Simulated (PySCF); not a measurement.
Input of a run (PBE0-D3(BJ)/def2-SVP geometry optimisation, gas phase (PySCF 2.14.0)), started from GFN2-xTB:
```
{"job": {"xc": "PBE0", "basis": "def2-SVP", "d3": "d3bj", "grid": 1, "shake": 0.01, "kind": "geom"}, "charge": 0, "multiplicity": 1}
O      1.173530    -1.620230    -0.601680
C      0.895600    -0.585360    -0.019780
O      1.780330     0.382440     0.181730
C     -0.412060    -0.218760     0.560320
B     -1.334070     0.609680    -0.462130
F     -0.834800     1.391650    -1.390370
F     -2.634080     0.603090    -0.398140
H      2.663500     0.166650    -0.231270
H     -0.968910    -1.128210     0.870820
H     -0.278610     0.378120     1.469440
```

Output (energies in Eh, forces in Eh/bohr):
```
step   0  E = -452.34481824  max force = 0.030547
step   1  E = -452.34776937  max force = 0.010729
step   2  E = -452.34888669  max force = 0.004271
step   3  E = -452.34904305  max force = 0.001719
step   4  E = -452.34909065  max force = 0.000925
step   5  E = -452.34910246  max force = 0.000846
step   6  E = -452.34909666  max force = 0.001421
step   7  E = -452.34911743  max force = 0.000688
step   8  E = -452.34913181  max force = 0.000760
step   9  E = -452.34915259  max force = 0.000394
step  10  E = -452.34917469  max force = 0.000432
step  11  E = -452.34918954  max force = 0.001609
step  12  E = -452.34916161  max force = 0.003489
step  13  E = -452.34916144  max force = 0.003545
step  14  E = -452.34918365  max force = 0.002722
step  15  E = -452.34920482  max force = 0.001772
step  16  E = -452.34922725  max force = 0.000849
step  17  E = -452.34924494  max force = 0.000467
step  18  E = -452.34924988  max force = 0.000397
optimisation converged
```

Q: Summarise the run.

A: The energy falls by 0.121 eV over 19 energy and gradient evaluations, the largest force component goes from 0.0305 to 4.0e-04 Eh/bohr, and the atoms move by 0.060 Å rms after alignment. The bond that changes most is C4–B5 (sp3 carbon bound to boron to three-coordinate boron), which shortens by 0.038 Å. Bonds longer at the end by more than 0.005 Å: 4 of 9; shorter: 4. Among the angles that change most is C2–O3–H8, from 111.7° to 106.6°. The energy rose by more than 1e-6 Eh at steps 6 and 12. The first step brought 67 % of the lowering.

Q: What are the final bond lengths?

A: O1=C2 1.201 Å, C2–O3 1.340 Å, C2–C4 1.499 Å, C4–B5 1.569 Å, B5–F6 1.316 Å, B5–F7 1.318 Å, O3–H8 0.970 Å, C4–H9 1.098 Å, C4–H10 1.104 Å. Numbering counts from 1 in the input's order; the species is `O=C(O)CB(F)F`.

The run used 113 basis functions and 122 SCF cycles in all. The run took 2.3 min of wall time on one thread, Arm Neoverse N1 (aarch64), shared host, and the process peaked at 0.46 GiB of memory.

Whether it is a minimum is left open (no frequencies). One conformer, not necessarily the lowest.

The values belong to the conformer `[O:1]=[C:2]([OH:3])[CH2:4][B:5]([F:6])[F:7]`: O1–C2–C4–B5 -97°, C2–C4–B5–F6 -24°, H–O3–C2–O1 2°.
